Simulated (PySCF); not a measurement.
C₃H₂F₃, SMILES FC([C]=C)(F)F, multiplicity 2.

Coordinates come from a PBE-D3(BJ)/def2-SVP optimisation. The isomer is the one that the SMILES or the coordinates give; other isomers of the formula were not compared.

Level of theory: PBE-D3(BJ)/def2-SVP (PySCF).

Harmonic, unscaled wavenumbers; measured fundamentals usually lie a few per cent lower.

Task: List the normal modes with their intensities. (Estimate from the structure and the level; the computed values follow.)

Result: 
```csv
mode,ν (cm⁻¹),IR (km/mol),moving atoms (share of kinetic energy)
1,88,1.7,"C 46 %, F 31 %, H 23 %"
2,184,1.2,"F 43 %, C 36 %, H 21 %"
3,309,0.5,"H 55 %, F 34 %, C 11 %"
4,404,1.3,"F 59 %, C 32 %, H 9 %"
5,469,0.1,"F 66 %, H 19 %, C 15 %"
6,537,6.1,"F 67 %, C 30 %"
7,579,8.4,"F 54 %, C 33 %, H 14 %"
8,621,2.6,"F 46 %, C 39 %, H 16 %"
9,787,0.2,"F 71 %, C 18 %, H 11 %"
10,875,34.7,"H 74 %, C 26 %"
11,941,10.0,"H 48 %, C 44 %, F 8 %"
12,1116,250.8,"C 79 %, F 20 %"
13,1154,303.7,"C 77 %, F 23 %"
14,1201,286.5,"C 76 %, F 13 %, H 11 %"
15,1329,82.2,"H 81 %, C 18 %"
16,1743,12.3,C 97 %
17,3003,0.4,H 94 %
18,3115,0.3,"H 90 %, C 10 %"
```
